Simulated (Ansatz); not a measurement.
`C[SiH2]S[SiH2]F`. The species carries charge 0 and has multiplicity 1.

```
atom   x (Å)   y (Å)   z (Å)
  C1  -0.257  -1.065   1.560
 Si2  -0.554   0.657   0.922
  S3   1.141   1.393  -0.188
 Si4   0.744   0.451  -2.033
  F5   0.800  -1.144  -1.891
  H6  -1.116  -1.409   2.141
  H7  -0.098  -1.755   0.729
  H8   0.627  -1.091   2.200
  H9  -0.733   1.628   2.031
 H10  -1.745   0.695   0.031
 H11  -0.613   0.770  -2.528
 H12   1.805   0.869  -2.974
```

Give the diagnostics of a CCSD(T)/def2-TZVPP run (frozen core, Ansatz 0.2.0). (Best estimate.)

Computed: T1 = 0.0112, largest single amplitude 0.013, largest double 0.026, (T) share of the correlation energy 3.6 %, 9 CCSD cycles. The RHF solution is stable towards an unrestricted one. T1 lies under the customary mark of 0.02 for closed shells.
